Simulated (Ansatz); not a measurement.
H$_{4}$Cl$_{3}$NSi$_{2}$ (SMILES [SiH3]N[Si](Cl)(Cl)Cl), singlet, at a GFN2-xTB geometry, with bond 7-1 at 2.4 times its length; Ansatz (a first-principles code) with CASSCF(4,5)/STO-3G.

Input for Ansatz:
Ansatz 0.2 input:
```yaml
crystal:
  periodic: [false, false, false]
  atoms:
    - {symbol: Si, position_ang: [-2.46401928, 0.06592977, 1.16770214]}
    - {symbol: N, position_ang: [-0.90218582, 0.75933566, 0.78691119]}
    - {symbol: Si, position_ang: [0.37890062, 0.08368695, -0.13423932]}
    - {symbol: Cl, position_ang: [0.98502239, -1.64711073, 0.69356294]}
    - {symbol: Cl, position_ang: [1.88202365, 1.42547464, -0.14478173]}
    - {symbol: Cl, position_ang: [-0.23301504, -0.29757231, -2.01414339]}
    - {symbol: H, position_ang: [-1.93054392, -2.95264045, 2.87329209]}
    - {symbol: H, position_ang: [-3.18718147, -0.16609902, -0.08204170]}
    - {symbol: H, position_ang: [-3.09614201, 1.08413367, 2.00190447]}
    - {symbol: H, position_ang: [-0.74650383, 1.69033210, 1.13607145]}
basis:
  gaussian:
    orbitals: STO-3G
hamiltonian:
  xc: hf
magnetization: {spin_polarized: false}
correlation: {active_space: {window: {electrons: 4, orbitals: 5}}}
```

It wrote (shortened):

```
Functional definition: HF
610 factors; integrals over basis functions are off by at most 3.2e-5 eV
mean field evaluation 1: about -54165.7594 eV, gradient 3.0e1 eV
mean field evaluation 2: about -54165.8277 eV, gradient 3.0e1 eV
mean field evaluation 4: about -54170.5296 eV, gradient 1.6e1 eV
mean field evaluation 8: about -54174.2802 eV, gradient 4.1e-1 eV
mean field evaluation 16: about -54172.6349 eV, gradient 5.5e-1 eV
mean field -54174.27804349 eV, -1990.8679974539 hartree, gradient 2.8e-6 eV, S^2 0.000000; 1 other end points of the search recorded, 0 dependent functions left out
reference -54174.27804349 eV, -1990.8679974539 hartree; 45, 45 occupied and 9, 9 virtual orbitals, 610 factors
state -54179.99067953 eV, -1991.0779329559 hartree
2 active orbitals were swapped for others, from the solution at -54179.87601982 eV, -1991.0737192893 hartree to that at -54179.99067953 eV, -1991.0779329559 hartree; typed "places" are swapped only where nearly empty or full, and so, without "given_window_search", are "orbital_numbers", "shells" and a window whose orbitals a file names under [Active]
Total energy: -54179.99067953 eV, -1991.0779329559 hartree
```
